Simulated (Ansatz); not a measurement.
**Four-centre ligand exchange**

Start structure (Si2H6ClF, closed shell), relaxed at PBE0-D4/def2-TZVP:

```xyz
10
angstrom
Si -1.1281 -2.0335 -0.7528
F -0.2670 -2.0218 0.5826
H -0.4954 -2.9652 -1.7054
H -2.5168 -2.3910 -0.4070
Cl -1.1148 -0.1628 -1.5591
H 1.0729 0.5444 1.3427
Si 1.1031 1.9117 0.7680
H 1.9480 2.7890 1.6191
H 1.6724 1.8660 -0.6025
H -0.2744 2.4628 0.7145
```

The step: SiH₂ClF ([F][SiH2][Cl]) + SiH₄ → Si₂H₅Cl ([SiH3][SiH2][Cl]) + HF; bonds formed: Si1–Si7, F2–H6; bonds broken: Si1–F2, H6–Si7. Ansatz 0.2.0; basis: def2-TZVPP and def2-QZVPP; cores frozen in the correlated methods. Extrapolation: Hartree–Fock as exp(−7.88 √X), correlation as X^−2.97. Energies below are by CCSD(T) at an estimated basis limit (MP2 extrapolated from triple and quadruple zeta, plus CCSD(T) − MP2 in triple zeta).

What are the electronic barrier and the energy of the step, from the start structure to the end structure? (Judge from chemistry; the value comes from the calculation.)

By the calculation: Barrier 291.7 kJ/mol; step energy 135.2 kJ/mol (uphill); reverse barrier, their difference, 156.5 kJ/mol. Barrier and step energy count from the start structure, the reverse barrier from the end structure.

The saddle point: One imaginary mode of 1086i cm⁻¹.
```
   pair  start (Å)  saddle (Å)  end (Å)
Si1–Si7       4.78        2.61     2.34
  F2–H6       2.99        1.22     0.93
 Si1–F2       1.59        1.93     3.08
 H6–Si7       1.48        1.79     2.79
```

Zero-point energy (harmonic, PBE0-D4): ZPE is 140.2 kJ/mol at the start and 136.7 kJ/mol at the saddle, so the barrier goes from 291.7 to 288.2 kJ/mol.

No T1 diagnostic of these runs exceeds 0.013. The start structure is not quite a true minimum (one mode of 27i cm⁻¹).

Labels in which every atom is bracketed show which atoms are joined, not bond orders.

For scale, one of the runs: CCSD(T)/def2-TZVPP, 241 basis functions, launched by `ansatz run in.yaml --threads 4 --pin off --events-out ev --progress --plain --max-ram 9574MiB`. Time: 100 s of wall clock on 4 CPU threads of an Arm Neoverse V2; the host was shared. Peak host memory: 4.2 GiB.
